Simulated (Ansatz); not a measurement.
Consider the formal exchange of groups at the Sn–Cl bond: `N#[C][Sn]([F])([F])[Cl]` + `C#N` → `N#[C][Sn]([F])([F])[C]#N` + HCl.

Calculated with Ansatz (gas phase, PBE0-D4/def2-TZVP geometries, no zero-point term in ΔE). CBS: MP2 limit from def2 TZ/QZ plus the TZ coupled-cluster correction, frozen cores. This one scheme is used for every species. Functionals use def2-TZVPP. Elements past krypton have def2 core potentials. For Sn outer-core shells are correlated without core-valence functions, which leaves a few kJ/mol of doubt a bond.

```csv
level,ΔE (kcal/mol)
r2SCAN-D4,20.8
BHLYP-D4,21.0
PBE0,20.1
SCS-MP2/def2-QZVPP,18.8
```

(1) What does CCSD(T)/CBS give? (An estimate is asked.)

Largest T1 diagnostic among the species: 0.015.

Results:

(1) The calculation gave: +19.2 kcal/mol. The listed levels differ from it by 1.6, 1.8, 0.9, -0.4 kcal/mol.

In def2-TZVPP, CCSD(T) changes the Hartree–Fock value by −3.9 kcal/mol (the triples alone add −0.3 kcal/mol) and MP2 by −3.4 kcal/mol. At CCSD(T), def2-SVP lies −0.7 kcal/mol from the extrapolated value and def2-TZVPP −2.0 kcal/mol. Leaving LDA and LC-ωPBE aside and taking each functional with its dispersion term where it has one, the values, not all of them listed here, spread over 1.7 kcal/mol, from PBE-QIDH to BHLYP-D4.

CCSD(T)/CBS has its own doubt, a few kJ/mol and more with outer-core shells, so smaller differences from it don't rank the levels.
